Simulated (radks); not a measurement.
Question: The mean radii <r> (bohr) of the occupied orbitals of an atom or ion are listed with their occupations. Method: Dirac Kohn-Sham, PBE, spin-unpolarised, spherical densities, point nucleus; computed with a radial shooting solver on a logarithmic mesh with Libxc functionals.

orbital     occ.      <r>
1s1/2          2  0.02274
2s1/2          2  0.09649
2p1/2          2  0.08074
2p3/2          4  0.08736
3s1/2          2   0.2546
3p1/2          2   0.2442
3p3/2          4   0.2570
3d3/2          4   0.2287
3d5/2          6   0.2327
4s1/2          2   0.5771
4p1/2          2   0.5906
4p3/2          4   0.6188
4d3/2          4   0.6576
4d5/2          6   0.6674
5s1/2          2    1.354
5p1/2          2    1.494
5p3/2          4    1.571
4f5/2    1.71429   0.8508
4f7/2    2.28571   0.8590
5d3/2        0.4    2.103
5d5/2        0.6    2.135

Name the element and its charge. Open shells, if any, are shared by 2j + 1.

Answer: Z = 62, samarium, charge +3: Sm3+ in [Xe] 4f4 5d1. The 1s radius gives Z: for a bare nucleus <r> = (2 gamma + 1)/(2Z) with gamma = sqrt(1 - (Z/c)^2), 0.02245 bohr for Z = 62, and screening makes it slightly larger (0.02274 here). The occupations add up to 59, and the charge is Z minus that.
